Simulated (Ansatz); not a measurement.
Species: CH5GeO, charge 0, doublet. CH5GeO (SMILES O[CH][GeH3], doublet).
B3LYP-D3(BJ)/def2-TZVP minimum from Ansatz (a program for electronic structure):
```xyz
8

C     -1.1002    -0.0401    -0.5686
O     -2.0318     0.8114    -0.0424
Ge     0.7010    -0.1977     0.1115
H     -1.5530    -0.7420    -1.2566
H     -1.6087     1.4578     0.5354
H      0.8405    -1.2069     1.2757
H      1.0994     1.1939     0.6520
H      1.6463    -0.6254    -1.0219
```
Charge 0, spin multiplicity 2.

Quantity: atomisation energy (electronic, to ground-state atoms), in kcal/mol. UHF or UKS for unpaired electrons; spin-orbit terms are left out. Cores are frozen in correlated methods (noble-gas shells, and filled d and f shells in the p block). No relativity. CBS(X,Y): correlation extrapolated as X^-3, Hartree-Fock from the larger set. A bracket is a step between two methods taken in the basis named. For partners of very few electrons the exact lower level stands in for a higher one.

CCSD(T)/CBS(cc-pVTZ,cc-pVQZ) + [CCSDT(Q) - CCSD(T)]/cc-pVDZ (Ansatz) gives 588.9 kcal/mol.

How far off this value is PBE/def2-TZVPD (Ansatz), in which direction, and how far these levels: r2SCAN/def2-TZVPD, B3LYP/def2-TZVPD, PBE0/def2-TZVPD, CCSD(T)/CBS(cc-pVTZ,cc-pVQZ)?

PBE gives 596.5 kcal/mol, 7.6 kcal/mol above it. Differences of the others: r2SCAN/def2-TZVPD (Ansatz) 4.9; B3LYP/def2-TZVPD (Ansatz) -4.3; PBE0/def2-TZVPD (Ansatz) -3.1; CCSD(T)/CBS(cc-pVTZ,cc-pVQZ) (Ansatz) -0.8 kcal/mol.
